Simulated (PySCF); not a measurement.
C₅H₈AlN, singlet, GFN2-xTB optimised geometry.

```
15

Al    -0.41    -0.06     0.00
H      1.17    -0.06     0.00
H     -1.09    -1.32    -0.67
H     -1.17     1.32     0.00
C     -0.84    -1.65     4.43
C     -1.42    -0.42     4.15
C     -1.32     0.08     2.86
N     -0.68    -0.58     1.90
C     -0.12    -1.75     2.17
C     -0.17    -2.33     3.42
H     -0.90    -2.06     5.43
H     -1.95     0.14     4.90
H     -1.75     1.02     2.56
H      0.38    -2.21     1.32
H      0.30    -3.28     3.61
```

Density from PySCF 2.14.0 with PBE0/def2-TZVP at that geometry.

Minimum of the electron density along straight lines between bonded atoms, close to the bond critical point (lines longer than 1.1 times the sum of covalent radii, or with two minima, are not listed):

| bond | length / Å | ρ at the minimum / e bohr⁻³ | ∇²ρ there / e bohr⁻⁵ | position (fraction from the first atom) |
|---|---|---|---|---|
| Al1–H2 | 1.578 | 0.081 | 0.22 | 0.51 |
| Al1–H3 | 1.578 | 0.081 | 0.22 | 0.51 |
| Al1–H4 | 1.572 | 0.082 | 0.23 | 0.51 |
| C5–C6 | 1.387 | 0.321 | -0.96 | 0.50 |
| C6–C7 | 1.385 | 0.324 | -0.98 | 0.49 |
| Al1–N8 | 1.993 | (withheld) | 0.31 | 0.41 |
| C7–N8 | 1.322 | 0.352 | -1.02 | 0.35 |
| N8–C9 | 1.323 | 0.353 | -1.05 | 0.65 |
| C5–C10 | 1.389 | 0.320 | -0.95 | 0.50 |
| C9–C10 | 1.382 | 0.326 | -0.99 | 0.51 |
| C5–H11 | 1.080 | 0.290 | -1.06 | 0.65 |
| C6–H12 | 1.078 | 0.290 | -1.05 | 0.65 |
| C7–H13 | 1.081 | 0.294 | -1.09 | 0.66 |
| C9–H14 | 1.084 | 0.293 | -1.09 | 0.66 |
| C10–H15 | 1.078 | 0.290 | -1.05 | 0.65 |

### Question
Some entries are withheld; supply them.

### Answer

- Al1–N8, ρ at the minimum / e bohr⁻³: 0.059
